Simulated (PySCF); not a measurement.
Re⁶⁹⁺ (rhenium, charge +69): Hartree-Fock from Schrödinger to Dirac-Coulomb-Breit

Occupied: 1s1/2, 2s1/2, 2p1/2. Hartree-Fock calculated with PySCF 2.14 in an even-tempered Gaussian basis (16 s from 18 bohr⁻², ratio 2.7; 13 p from 22 bohr⁻², ratio 2.7), Gaussian nucleus throughout. NR is non-relativistic, sf-X2C the spin-free one-electron X2C Hamiltonian, X2C adds the bare one-electron spin-orbit term, X2C-SNSO screens it by Boettger's factors, DC is four-component Dirac-Coulomb, and the Gaunt and Breit terms are added at first order (total energies over the DC spinors, levels after relaxing the spinors in that mean field). QED terms are absent. Levels marked empty are virtual spinors of this ion.

```tsv
Hamiltonian	E (hartree)	E − E(DC) (hartree)	CPU seconds
X2C	-8963.6108	2.1134	0.22
X2C-SNSO	-8960.9357	4.7885	0.21
DC	-8965.7241	0.0000	11
DC+Gaunt	-8954.8232	10.9010	23
DC+Breit	-8955.3780	10.3462	74
```

| level (eV) | X2C | X2C-SNSO | DC | DC+Gaunt | DC+Breit |
| --- | --- | --- | --- | --- | --- |
| 1s1/2 | -79754.5 | -79757.1 | -79826.9 | -79608.7 | -79615.8 |
| 2s1/2 | -19313.3 | -19314.1 | -19324.1 | -19301.0 | -19303.1 |
| 2p1/2 | -19071.6 | -19035.7 | -19046.6 | -18999.1 | -19004.3 |
| 2p3/2 (empty) | -17124.8 | -17136.6 | -17138.6 | -17116.5 | -17121.7 |
| 3s1/2 (empty) | -8070.2 | -8070.3 | -8072.9 | -8066.4 | -8067.3 |

Weight of the small component: 1s1/2 0.0805, 2s1/2 0.0194, 2p1/2 0.0194, 2p3/2 0.0175, 3s1/2 0.00809.

Koopmans' value for the highest occupied level at DC+Breit: 19004.3 eV, against an ionisation energy of 19000 ± 50 eV (theoretical estimate listed by NIST; NIST Atomic Spectra Database, ionization energies); the former lacks relaxation, correlation, QED and recoil.

The whole ladder took 110 s of wall time on 1 thread of Intel(R) Xeon(R) Platinum 8259CL CPU @ 2.50GHz (shared host), launched as `OMP_NUM_THREADS=1 python relrun2.py TASK.json OUT` (a driver that calls PySCF for each Hamiltonian).

Dirac-Coulomb iterations, started from the X2C spinors:

```
with_ssss True, with_gaunt False, with_breit False
light speed = 137.03599967994
init E= -8879.35000784545
cycle= 1 E= -8965.72334305477  delta_E= -86.4  |g|= 3.15  |ddm|= 0.144
cycle= 2 E= -8965.72413604596  delta_E= -0.000793  |g|= 0.0117  |ddm|= 0.00204
cycle= 3 E= -8965.72413609217  delta_E= -4.62e-08  |g|= 0.000105  |ddm|= 3.24e-05
```
